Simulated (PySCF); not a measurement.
# Computed properties of C₄H₇FO₂, SMILES O[C@@H]1C[C@@H](O)C1F

C4H7FO2, SMILES O[C@@H]1C[C@@H](O)C1F. Geometry: B3LYP-D3(BJ)/def2-SVP. The structure was generated by enumeration; whether it is a known compound was not checked. One conformer was computed; it need not be the lowest. All values are computed for the isolated molecule unless a solvent is named; none is compared with measurement here.

**Structure.** All 36 harmonic modes at B3LYP-D3(BJ)/def2-SVP (PySCF) are real, so it is a minimum. With heavy atoms numbered as in [OH:1][C@@H:2]1[CH2:3][C@@H:4]([OH:5])[CH:6]1[F:7], the shortest bond between them is C6–F7 at 1.383 Å and the longest C3–C4 at 1.544 Å.

**Vibrations.** The strongest infrared lines (harmonic, unscaled, degenerate partners summed) lie at 276 cm⁻¹ (110 km/mol, H 81 %, O 15 %), 338 cm⁻¹ (95 km/mol, H 54 %, C 17 %, O 17 %, F 12 %), 1113 cm⁻¹ (89 km/mol, C 57 %, F 19 %, H 17 %). The softest mode is at 123 cm⁻¹ and the zero-point energy is 70.3 kcal/mol.

**Electronic structure.** M06-2X/def2-TZVP (PySCF) places the frontier levels at -9.15 and 1.54 eV, a gap of 10.69 eV, and gives a dipole moment of 0.96 D and a mean polarisability of 53.1 bohr³. PBE/def2-TZVP (PySCF) at the same geometry gives -6.00 and 0.01 eV, so its gap is 4.68 eV narrower. An orbital gap is neither the optical nor the fundamental gap.

**Excitations.** TDA-B3LYP/def2-SVPD (PySCF) has S1 at 6.66 eV (186 nm, f = 0.007, weak); the most intense of the 6 singlets computed lies at 7.43 eV (f = 0.02). T1 (TDA) is at 6.43 eV, 0.23 eV under S1. TDA-PBE/def2-SVPD (PySCF) puts S1 at 5.91 eV. No vertical singlet excitation falls in the visible range (under 3.1 eV).

**NMR.** GIAO shifts at PBE0/pcSseg-1 (PySCF) (non-relativistic, atoms alike by connectivity averaged): ¹³C from 33.0 to 98.8 ppm against TMS; ¹H from 1.5 to 4.7 ppm against TMS; ¹⁹F at -219.5 ppm against CFCl3.

**Solvation.** SMD-B3LYP/6-31G* (PySCF) gives -8.8 kcal/mol in water, -10.7 kcal/mol in methanol, -6.2 kcal/mol in chlorobenzene (1 M in both phases, gas-phase geometry); of these solvents methanol holds the molecule best.
